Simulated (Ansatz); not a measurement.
Cost and result for the atomization energy of `[CH3][Ga-]([CH3])([OH])[OH2+]` (14 atoms, 13 bonds).

Cartesian coordinates in Å:
```
C 0.951 -1.151 1.449
Ga 0.193 0.129 0.175
C -1.517 1.112 0.261
O 1.473 0.894 -0.937
O -0.011 -1.101 -1.633
H 0.226 -1.920 1.723
H 1.827 -1.636 1.015
H 1.264 -0.646 2.366
H -1.486 1.871 1.047
H -2.348 0.441 0.494
H -1.740 1.621 -0.680
H 1.314 1.811 -1.163
H 0.667 -0.477 -1.974
H -0.813 -0.950 -2.142
```

Total charge 0; spin multiplicity 1. Correlated methods include outer-core shells of Ga, which these sets cover unevenly. Scalar relativity is left out up to krypton. The geometry is a stationary point of PBE0-D4/def2-TZVP. It is one conformer, not always the lowest. Program: Ansatz. All runs use 4 threads of an AMD EPYC 9R45 on a shared host. Times are those of one run each, without the atoms' runs, and a repeat can differ threefold. Electronic energies, without spin–orbit coupling; frozen cores. CCSD(T)/CBS adds CCSD(T) − MP2 in def2-TZVPP to the MP2 limit, and its time is that of the two runs behind it. T1 = 0.012. With those shells the extrapolation isn't a true limit. HSE06 is the plane-wave form, built on full-range PBE exchange.

CCSD(T)/CBS is a level of theory with its own doubt, some kJ/mol a heavy atom from the limit and from the frozen cores, so smaller differences don't rank the functionals.

| level | functions | wall time |
| --- | --- | --- |
| LDA (SPW92)/def2-TZVPP | 298 | 0.75 s |
| revPBE-D4/def2-TZVPP | 298 | 1.1 s |
| BLYP-D4/def2-TZVPP | 298 | 1.1 s |
| HSE06-D4/def2-TZVPP | 298 | 1.9 s |
| CAM-B3LYP-D4/def2-TZVPP | 298 | 2.1 s |
| r2SCANh-D4/def2-TZVPP | 298 | 2.6 s |
| B2PLYP/def2-TZVPP | 298 | 3.1 s |
| PBE-QIDH/def2-TZVPP | 298 | 3.1 s |
| B97M-V/def2-TZVPP | 298 | 3.9 s |
| CCSD(T)/def2-SVP | 133 | 7 s |
| MP2/def2-QZVPP | 587 | 15 s |
| CCSD(T)/def2-TZVPP | 298 | 4.6 min |
| CCSD(T)/CBS(def2) | – | 4.8 min |

**Question.** What atomization energy does each give, and how far from CCSD(T)/CBS? (Best estimate.)

**Answer.** Computed: 
| level | atomization (kcal/mol) | difference from CCSD(T)/CBS | per bond |
| --- | --- | --- | --- |
| LDA (SPW92)/def2-TZVPP | 1349.9 | 158.2 | 12.2 |
| revPBE-D4/def2-TZVPP | 1167.4 | -24.3 | -1.9 |
| BLYP-D4/def2-TZVPP | 1175.3 | -16.4 | -1.3 |
| HSE06-D4/def2-TZVPP | 1178.0 | -13.7 | -1.1 |
| CAM-B3LYP-D4/def2-TZVPP | 1187.1 | -4.6 | -0.4 |
| r2SCANh-D4/def2-TZVPP | 1179.2 | -12.5 | -1.0 |
| B2PLYP/def2-TZVPP | 1171.3 | -20.4 | -1.6 |
| PBE-QIDH/def2-TZVPP | 1175.3 | -16.4 | -1.3 |
| B97M-V/def2-TZVPP | 1180.6 | -11.1 | -0.9 |
| CCSD(T)/def2-SVP | 1124.9 | -66.8 | -5.1 |
| MP2/def2-QZVPP | 1196.2 | 4.5 | 0.3 |
| CCSD(T)/def2-TZVPP | 1165.5 | -26.2 | -2.0 |
| CCSD(T)/CBS(def2) | 1191.7 | 0.0 | 0.0 |

The D4 term adds +9.7 kcal/mol with B3LYP and +5.2 kcal/mol with PBE0; it sums over pairs of atoms, weighted by their polarisabilities, and B3LYP, whose exchange is more repulsive, gets the larger term. From BLYP to BHLYP (50 % exact exchange), in def2-TZVPP and without D4, the atomization energy moves by −24.2 kcal/mol: exact exchange takes away binding that semilocal exchange gives to molecules. Leaving LDA and LC-ωPBE aside and taking each functional with its dispersion term where it has one, the values, not all of them listed here, spread over 51.1 kcal/mol, from BHLYP-D4 to PBE-D4. LDA lies +159.1 kcal/mol from PBE without D4, its usual overbinding.

B3LYP here is the variant with VWN-RPA as its local correlation; programs differ in this.
